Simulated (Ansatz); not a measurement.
Steps of a relaxation of `C[Si]1([SiH3])BO1` with RKS PBE0-D4/def2-TZVP.

```sh
$ ansatz run in.yaml --threads 4 --pin off --events-out ev --progress --plain --max-ram 10444MiB
```

```yaml
crystal:
  periodic: [false, false, false]
  atoms:
    - {symbol: C, position_ang: [-1.840890, -0.141367, 0.102523]}
    - {symbol: Si, position_ang: [-0.049163, 0.080261, -0.454080]}
    - {symbol: Si, position_ang: [1.491116, -0.986108, 0.958983]}
    - {symbol: B, position_ang: [0.478905, 1.424806, -1.746592]}
    - {symbol: O, position_ang: [0.366792, 1.881560, -0.493549]}
    - {symbol: H, position_ang: [-2.145052, -1.202544, -0.013084]}
    - {symbol: H, position_ang: [-1.963038, 0.136580, 1.169711]}
    - {symbol: H, position_ang: [-2.521575, 0.482968, -0.510012]}
    - {symbol: H, position_ang: [1.316894, -0.549204, 2.392342]}
    - {symbol: H, position_ang: [2.896745, -0.677143, 0.519621]}
    - {symbol: H, position_ang: [1.280966, -2.478125, 0.897826]}
    - {symbol: H, position_ang: [0.765298, 1.973116, -2.789789]}
basis:
  gaussian: {orbitals: def2-TZVP}
hamiltonian: {xc: pbe0, dispersion: d4}
relax: {f_tol: 0.005, max_steps: 150}
```

Positions (Å) and forces (eV/Å) along the path, 11 of 13 steps:

```xyz
12
step=1 energy=-19621.2711 eV
C    -1.841   -0.141    0.103   -0.189   -0.039    0.013
Si   -0.049    0.080   -0.454   -0.028    0.966    0.095
Si    1.491   -0.986    0.959    0.164   -0.130    0.125
B     0.479    1.425   -1.747    0.009    0.206    0.164
O     0.367    1.882   -0.494   -0.142   -1.002   -0.427
H    -2.145   -1.203   -0.013    0.138    0.503    0.061
H    -1.963    0.137    1.170    0.075   -0.138   -0.523
H    -2.522    0.483   -0.510    0.337   -0.310    0.302
H     1.317   -0.549    2.392    0.021   -0.088   -0.324
H     2.897   -0.677    0.520   -0.310   -0.060    0.088
H     1.281   -2.478    0.898    0.042    0.321    0.007
H     0.765    1.973   -2.790   -0.117   -0.229    0.419
12
step=2 energy=-19621.3239 eV
C    -1.833   -0.138    0.101    0.007   -0.013   -0.008
Si   -0.049    0.092   -0.435    0.021    0.737   -0.048
Si    1.489   -0.985    0.952    0.033   -0.031    0.045
B     0.476    1.415   -1.734   -0.010   -0.051    0.009
O     0.365    1.871   -0.488   -0.133   -0.653   -0.048
H    -2.128   -1.190   -0.008    0.045    0.145    0.016
H    -1.961    0.142    1.154    0.013   -0.041   -0.140
H    -2.505    0.472   -0.512    0.100   -0.085    0.086
H     1.307   -0.547    2.368    0.024   -0.035   -0.065
H     2.879   -0.675    0.514   -0.076   -0.011    0.025
H     1.279   -2.463    0.889    0.008    0.082   -0.002
H     0.759    1.951   -2.767   -0.031   -0.043    0.130
12
step=4 energy=-19621.3486 eV
C    -1.826   -0.129    0.102    0.023   -0.025   -0.012
Si   -0.049    0.131   -0.409   -0.012   -0.002   -0.050
Si    1.487   -0.985    0.951   -0.015    0.050    0.034
B     0.477    1.396   -1.738   -0.061   -0.180   -0.193
O     0.328    1.857   -0.495    0.054    0.111    0.197
H    -2.101   -1.180   -0.008   -0.006   -0.025    0.000
H    -1.971    0.148    1.149   -0.009    0.005    0.027
H    -2.498    0.467   -0.516   -0.013    0.016   -0.012
H     1.316   -0.566    2.368    0.021   -0.016    0.035
H     2.873   -0.674    0.515    0.014    0.009   -0.006
H     1.278   -2.457    0.874   -0.024   -0.001   -0.024
H     0.764    1.936   -2.758    0.029    0.058    0.003
12
step=5 energy=-19621.3503 eV
C    -1.827   -0.129    0.102   -0.006    0.031    0.030
Si   -0.050    0.145   -0.403   -0.024   -0.034    0.089
Si    1.484   -0.978    0.956   -0.002    0.019   -0.023
B     0.471    1.382   -1.747    0.030    0.088    0.122
O     0.365    1.862   -0.498   -0.055   -0.130   -0.068
H    -2.090   -1.185   -0.007    0.015   -0.011   -0.009
H    -1.983    0.146    1.149    0.004   -0.001   -0.006
H    -2.509    0.456   -0.518    0.014    0.004   -0.003
H     1.325   -0.576    2.381    0.001   -0.004    0.013
H     2.870   -0.669    0.515    0.001    0.002    0.004
H     1.263   -2.446    0.860   -0.008   -0.007   -0.007
H     0.758    1.937   -2.754    0.031    0.043   -0.143
12
step=6 energy=-19621.3520 eV
C    -1.827   -0.130    0.104   -0.003    0.001    0.005
Si   -0.050    0.140   -0.405   -0.012   -0.019    0.033
Si    1.485   -0.977    0.956   -0.002    0.014   -0.001
B     0.474    1.386   -1.747   -0.003    0.007    0.008
O     0.349    1.858   -0.499    0.000   -0.007   -0.012
H    -2.093   -1.184   -0.009    0.003    0.001   -0.002
H    -1.978    0.143    1.152    0.003   -0.002   -0.006
H    -2.505    0.462   -0.514    0.006   -0.001    0.002
H     1.324   -0.576    2.381    0.002   -0.008    0.004
H     2.870   -0.668    0.517   -0.002   -0.001    0.002
H     1.262   -2.446    0.859   -0.002    0.000   -0.006
H     0.765    1.938   -2.760    0.011    0.013   -0.027
12
step=7 energy=-19621.3523 eV
C    -1.827   -0.127    0.107    0.004    0.002    0.009
Si   -0.051    0.142   -0.402    0.007   -0.003   -0.010
Si    1.484   -0.975    0.958   -0.003    0.000    0.004
B     0.473    1.381   -1.751    0.006   -0.006   -0.010
O     0.350    1.858   -0.506   -0.005    0.004    0.006
H    -2.095   -1.180   -0.015   -0.001    0.000    0.000
H    -1.975    0.137    1.157   -0.008   -0.001    0.001
H    -2.504    0.471   -0.506   -0.001    0.000    0.000
H     1.315   -0.590    2.387    0.004   -0.004    0.004
H     2.870   -0.655    0.527    0.000    0.003    0.002
H     1.271   -2.445    0.846   -0.003    0.004   -0.006
H     0.766    1.928   -2.768   -0.001    0.000    0.001
12
step=8 energy=-19621.3525 eV
C    -1.828   -0.124    0.112    0.002    0.000    0.005
Si   -0.052    0.146   -0.396    0.020    0.014   -0.017
Si    1.484   -0.971    0.961   -0.003   -0.008    0.004
B     0.476    1.372   -1.757   -0.007    0.009    0.002
O     0.347    1.861   -0.516    0.001   -0.010   -0.003
H    -2.096   -1.176   -0.017   -0.004    0.001    0.001
H    -1.976    0.134    1.164   -0.006    0.001    0.000
H    -2.504    0.479   -0.497   -0.004    0.000   -0.001
H     1.309   -0.614    2.397   -0.001   -0.003   -0.006
H     2.869   -0.634    0.541    0.000   -0.001    0.001
H     1.278   -2.440    0.820    0.006    0.009    0.002
H     0.770    1.913   -2.777   -0.003   -0.013    0.012
12
step=9 energy=-19621.3526 eV
C    -1.828   -0.122    0.114    0.002    0.000    0.005
Si   -0.052    0.145   -0.397    0.012    0.009   -0.016
Si    1.484   -0.971    0.961    0.003   -0.014    0.007
B     0.474    1.370   -1.759    0.003    0.002   -0.004
O     0.349    1.860   -0.519   -0.002   -0.002    0.003
H    -2.098   -1.173   -0.017   -0.004    0.000    0.001
H    -1.976    0.135    1.166   -0.004    0.001    0.001
H    -2.503    0.483   -0.495   -0.004    0.001   -0.002
H     1.302   -0.623    2.399   -0.002    0.000   -0.006
H     2.869   -0.627    0.548   -0.001    0.002    0.001
H     1.287   -2.440    0.813    0.002    0.009    0.000
H     0.769    1.908   -2.780   -0.006   -0.009    0.011
12
step=11 energy=-19621.3527 eV
C    -1.828   -0.115    0.118   -0.004   -0.001   -0.005
Si   -0.052    0.143   -0.397   -0.009   -0.009    0.010
Si    1.484   -0.973    0.961    0.014   -0.006    0.007
B     0.473    1.361   -1.765    0.003   -0.003   -0.004
O     0.354    1.856   -0.525    0.000    0.007    0.003
H    -2.105   -1.165   -0.010    0.001    0.000    0.001
H    -1.974    0.144    1.170    0.004    0.002    0.001
H    -2.502    0.492   -0.490    0.000    0.000   -0.001
H     1.279   -0.654    2.402   -0.002    0.001   -0.008
H     2.868   -0.596    0.571   -0.007   -0.001    0.001
H     1.317   -2.443    0.787   -0.002    0.007   -0.002
H     0.765    1.893   -2.789    0.001    0.004   -0.004
12
step=12 energy=-19621.3528 eV
C    -1.829   -0.114    0.119   -0.002   -0.002   -0.003
Si   -0.053    0.143   -0.397   -0.003   -0.005    0.004
Si    1.484   -0.973    0.961    0.005   -0.004    0.005
B     0.474    1.361   -1.764   -0.002   -0.001   -0.002
O     0.353    1.856   -0.525    0.001    0.004    0.001
H    -2.105   -1.165   -0.007    0.001    0.001    0.001
H    -1.974    0.146    1.170    0.003    0.001    0.000
H    -2.502    0.491   -0.491    0.001    0.000    0.000
H     1.277   -0.655    2.401   -0.001    0.000   -0.004
H     2.869   -0.596    0.572   -0.005    0.000    0.000
H     1.317   -2.442    0.784   -0.001    0.003    0.000
H     0.766    1.893   -2.789    0.002    0.002   -0.002
12
step=13 energy=-19621.3528 eV
C    -1.829   -0.114    0.119   -0.001    0.000   -0.002
Si   -0.053    0.142   -0.397    0.000   -0.002    0.001
Si    1.484   -0.974    0.961   -0.003    0.003   -0.004
B     0.474    1.360   -1.764   -0.001    0.000    0.002
O     0.353    1.856   -0.525    0.001    0.001   -0.002
H    -2.105   -1.165   -0.003    0.001    0.001    0.001
H    -1.974    0.150    1.169    0.000    0.000   -0.001
H    -2.502    0.489   -0.493    0.001   -0.001    0.001
H     1.276   -0.657    2.401    0.001   -0.001    0.001
H     2.867   -0.593    0.573    0.001   -0.001    0.001
H     1.318   -2.443    0.781    0.001   -0.001    0.001
H     0.766    1.893   -2.789    0.001    0.001   -0.001
```

Run time 39 s (4 threads of an Arm Neoverse V2 on a shared host); peak host memory 0.57 GiB.
